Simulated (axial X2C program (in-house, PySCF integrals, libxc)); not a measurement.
**Spin–orbit effects along a row: molecules with Si (ions), HF**

Calculated with an axial X2C code built on PySCF integrals, spin-free (one-electron X2C) or two-component (2c: spin–orbit coupling with atomic mean-field Coulomb and Gaunt terms, which also bring small scalar terms), in Dyall basis sets with cores contracted in-house; open shells are unrestricted.

Basis sets: Ag dyall-cv3z, Cd dyall-cv3z, I dyall-cv3z, In dyall-cv3z, Mo dyall-cv3z, Rb dyall-cv3z, Si dyall-v3z, Sr dyall-cv3z.

```
molecule   spin-free state  Re (Å)  ωe (cm⁻¹)  De (eV)  2c state  Re 2c (Å)  ωe 2c (cm⁻¹)  De 2c (eV)
   RbSi⁺    M_S = 1, Λ = 1   3.965       72.3     0.13     Ω = 2      3.966          72.2        0.12
   SrSi⁺  M_S = 3/2, Λ = 0   2.860      273.3     0.85   Ω = 3/2      2.860         273.2        0.85
   MoSi⁺  M_S = 5/2, Λ = 0   2.739      208.1     0.23   Ω = 5/2      2.740         207.3        0.23
   AgSi⁺    M_S = 0, Λ = 0   2.624      213.7     0.41     Ω = 0      2.625         213.4        0.41
   CdSi⁺  M_S = 1/2, Λ = 1   2.789      197.2     0.96   Ω = 1/2      2.787         197.0        0.97
   InSi⁺    M_S = 1, Λ = 1   3.302      104.9     0.35     Ω = 2      3.301         105.0        0.34
    SiI⁺    M_S = 0, Λ = 0   2.320      463.3     2.61     Ω = 0      2.324         459.7        2.33
```

Fragments in 2c: Rb+ + Si, Sr+ + Si, Mo+ + Si, Ag+ + Si, Cd+ + Si, In+ + Si, I + Si+. Each entry is the lowest single determinant of a limited PBE0 search at one distance. De goes to single-determinant-based atoms at the same level (for ions the charge split of lowest energy) and is withheld (n/a) where an atom does not fit its ground term or J level. Main or longest-lived isotopes. One determinant is a doubtful description, or other states lie close, for RbSi⁺, SrSi⁺, MoSi⁺, AgSi⁺, InSi⁺; these need not be ground states, and all values refer to the states named. Some open-shell Ω = 0 determinants are out of reach, so the Ω given for RbSi⁺, InSi⁺ need not be the lowest component. With several unpaired electrons the Ω given is that of one determinant, not necessarily of the lowest component. Some light 2c atoms are not at their ground J level, so De misses part of their lowering (0.04 eV or less). Where the atoms have a lower orbital projection than the molecule, De at mean-field level may be about a tenth of an eV too small.
